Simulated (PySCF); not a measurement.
# Electronic absorption of (HBe-mu3-OH)4 cubane

Species: (HBe-mu3-OH)4 cubane, Be₄H₈O₄.
Geometry (PBE0-D3(BJ)/def2-SVP, Å), atoms numbered from 1 in this order:
```
atom  x, y, z in Å
Be1   -1.239    0.843    0.319
H2    -2.331    1.589    0.594
O3     0.255    1.406   -0.366
Be4    0.307    0.084   -1.493
H5     0.583    0.161   -2.813
O6    -1.156   -0.512   -0.767
Be7   -0.268   -1.460    0.386
H8    -0.505   -2.745    0.730
O9    -0.302   -0.084    1.450
Be10   1.190    0.525    0.804
H11    2.250    0.988    1.503
O12    1.192   -0.819   -0.299
H13    0.422    2.324   -0.606
H14   -1.906   -0.843   -1.273
H15   -0.498   -0.140    2.391
H16    1.971   -1.351   -0.494
```

Level of theory: PySCF, TDDFT CAM-B3LYP/def2-SVPD, vertical, gas phase, core orbitals frozen in the response.

**Question.** What does the calculation give for the low-lying excited states?

**Answer.** 

```tsv
state	E (eV)	λ (nm)	f	|μ| (D)	symmetry	main configurations (H = HOMO, L = LUMO)
S1	7.07	175.4	0.0000	0.01	–	H-2/H-1/H→L/L+1/L+2 (≥57%)
S2	7.07	175.4	0.0000	0.01	–	H-2/H-1/H→L/L+1/L+2 (≥64%)
S3	7.07	175.3	0.0000	0.01	–	H-2/H-1/H→L/L+1/L+2 (≥55%)
S4	7.11	174.3	0.0000	0.01	–	H-2/H-1/H→L/L+1/L+2 (≥75%)
S5	7.12	174.2	0.0000	0.01	–	H-2/H-1/H→L/L+1/L+2 (≥63%)
S6	7.28	170.2	0.039	1.19	T2	H-2/H-1/H→L/L+1/L+2 (≥37%), H-2/H-1/H→L+3 (≥34%)
S7	7.28	170.2	0.040	1.20	T2	H-2/H-1/H→L+3 (≥34%), H-2/H-1/H→L/L+1/L+2 (≥27%)
S8	7.29	170.1	0.041	1.22	T2	H-2/H-1/H→L+3 (≥34%), H-2/H-1/H→L/L+1/L+2 (≥31%)
```

Triplets (Tamm–Dancoff): T1 6.72 eV, H-2/H-1/H→L/L+1/L+2 (≥48%); T2 6.73 eV, H-2/H-1/H→L/L+1/L+2 (≥44%); T3 6.73 eV, H-2/H-1/H→L/L+1/L+2 (≥46%).

The lowest singlet level (S1/S2/S3) lies at 7.07 eV (175 nm, vacuum ultraviolet) and is dark (f under 0.0005). The most intense listed level is S6/S7/S8 at 7.28 eV (170 nm, f = 0.120 summed), 0.22 eV above S1. It is the last of those listed, so stronger ones may follow. S1/S2/S3, S4/S5 and S6/S7/S8 lie within about 0.01 eV of each other in each set; the point group Td has degenerate representations, and within a degenerate level the listed configurations can mix freely. Löwdin shares by element: HOMO (one of a set within 0.03 eV) hydrogen 48% or more, beryllium 34% or more (atoms not listed hold the other 18%); LUMO (one of a set within 0.03 eV) beryllium 70% (atoms not listed hold the other 29%). Of the 8 states listed, 3 reach f = 0.01 and 5 stay under 0.0005. The oscillator strengths of these states sum to 0.120; summed over the whole spectrum of an exact calculation they would give the number of electrons, 56 (Thomas–Reiche–Kuhn). Orbital energies (eV): HOMO-3 -10.02, HOMO-2 -9.49, HOMO-1 -9.49, HOMO -9.49, LUMO 0.27, LUMO+1 0.28, LUMO+2 0.28. No computed singlet lies in the visible range (380 to 750 nm); the lowest, at 175 nm, stands 3.81 eV above its violet end (3.26 eV). Symmetry labels in Td follow from the direction of the transition dipole and are given only for states with f of 0.002 or more. Orbitals of the list HOMO-3 to LUMO+2 that lie within 0.01 eV of each other are written together with a slash and their weights summed (≥ marks a lower bound); for degenerate orbitals outside that list single weights are arbitrary. Only the lowest 10 singlets were computed, as vertical energies without vibronic structure. The highest level found (7.52 eV, f 0.310 so far) is left out, since the window may have cut off a degenerate partner.

One conformer stands for the species.
